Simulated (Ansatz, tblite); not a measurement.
Spin states of Cu2Br (the lowest doublet isomer of a short search), each relaxed with PBE0-D4/def2-TZVP in Ansatz. Electronic energies in the gas phase.

The xTB rows come from tblite. Correlated methods freeze 27 core orbitals; core or outer-core shells of Br are correlated, in sets that lack core-valence functions. In CCSD on the charge 0 quartet the largest single amplitude is 0.54, so its Hartree–Fock determinant may place the open shell otherwise than the density functionals do. HOMO above LUMO, or a gap near zero within one spin, warns that the state may not be the lowest or that an electron is smeared out. The structure comes from a short search, and lower isomers may exist.

Doublet geometry (C2v within 0.1 Å):

```xyz
3

Cu   -1.3275    0.3508   -0.1267
Cu    0.4621   -1.1450   -0.6136
Br    0.8655    0.7942    0.7403
```

Quartet geometry (C2v within 0.1 Å):

```xyz
3

Cu   -1.209   -0.163    0.732
Cu    0.011   -0.019   -1.423
Br    1.198    0.182    0.690
```

⟨S²⟩: doublet 0.76 at PBE0-D4/def2-TZVP (pure 0.75), quartet 3.76 at PBE0-D4/def2-TZVP (pure 3.75).

Run but left out: HF/STO-3G (doublet: ⟨S²⟩ 3.33, where a pure state has 0.75); HF/def2-TZVP (quartet: a determinant that CCSD turns far, T1 0.089); MP2/def2-TZVP (quartet: ⟨S²⟩ 4.05, where a pure state has 3.75).

Only these spin states were relaxed.

| level | quartet − doublet (kcal/mol) | lowest of these | remarks |
| --- | --- | --- | --- |
| GFN1-xTB | 80.4 | doublet | – |
| LDA (SPW92)/def2-TZVP | 61.4 | doublet | gap within one spin near zero (quartet) |
| PBE0-D4/def2-TZVP | 63.2 | doublet | – |
| RPA@PBE/def2-TZVP | 47.1 | doublet | – |

Problem. Estimate the rows for BLYP-D4/def2-TZVP, B97M-V/def2-TZVP, CCSD/def2-TZVP, CCSD(T)/def2-TZVP.

Solution. 
```json
{"level": "BLYP-D4/def2-TZVP", "quartet − doublet (kcal/mol)": "55.7", "lowest of these": "doublet", "remarks": "–"}
{"level": "B97M-V/def2-TZVP", "quartet − doublet (kcal/mol)": "57.8", "lowest of these": "doublet", "remarks": "–"}
{"level": "CCSD/def2-TZVP", "quartet − doublet (kcal/mol)": "68.5", "lowest of these": "doublet", "remarks": "large T1 (0.089) (quartet), spin-contaminated (⟨S²⟩ 4.05) (quartet)"}
{"level": "CCSD(T)/def2-TZVP", "quartet − doublet (kcal/mol)": "73.9", "lowest of these": "doublet", "remarks": "large T1 (0.089) (quartet), spin-contaminated (⟨S²⟩ 4.05) (quartet)"}
```

The xTB methods have no term that favours high spin, so they put low spin too low.
